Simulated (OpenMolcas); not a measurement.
V4+ among 6 point charges of -2.2 e arranged as a tetragonal octahedron (D4h), 1.89 Å from the ion, with the axial distance 2.457 Å.

```yaml
Program: OpenMolcas
Method: "SS-CASPT2, IPEA 0.25 Eh, imaginary shift 0.1 Eh (closed shells correlated: 3s 3p)"
Basis: ANO-RCC-VDZP [5s4p2d1f]
Scalar_Hamiltonian: DKH2, point nucleus
Active_space: 1 electron in 5 orbitals (3d)
State_averaging: 2S+1 = 2 even, 5 roots
Spin-orbit_coupling: RASSI with atomic mean-field integrals over the reference wave functions
```

(1) What is the spin-free ground state (labels of D4, the rotations of D4h)?

(2) Where is the first state of the same spin?

(3) What are the lowest two levels with spin-orbit coupling?

(4) What is χT at 300 K, and how does it compare with the textbook value?

## Answers

(1) 2E, 2-fold in its orbital part, 100 % from free-ion D terms; it has the highest spin that d1 allows.

(2) 2A1 at 981 cm-1 above the ground state.

(3) A 2-fold level E1/2 with g = 0.11, 1.02, 1.02, then a 2-fold level E3/2 300 cm-1 above it. Their leading multiplicities are 2 (100 %) and 2 (100 %).

(4) The lowest level has 2S+1 = 2, for which the spin-only value is χT = S(S+1) / 2 = 0.375 cm3 K/mol (g = 2). The computed 0.347 at 300 K differs by -0.028, through orbital momentum, spin-orbit coupling and any other state in reach.

An orbital doublet at a regular site is open to a Jahn-Teller distortion, which this geometry leaves out. Free-ion shares, where given, are those of the reference states; single-state CASPT2 does not remix them. This is an electrostatic model: the charges have no orbitals. No measured value stands beside these numbers.
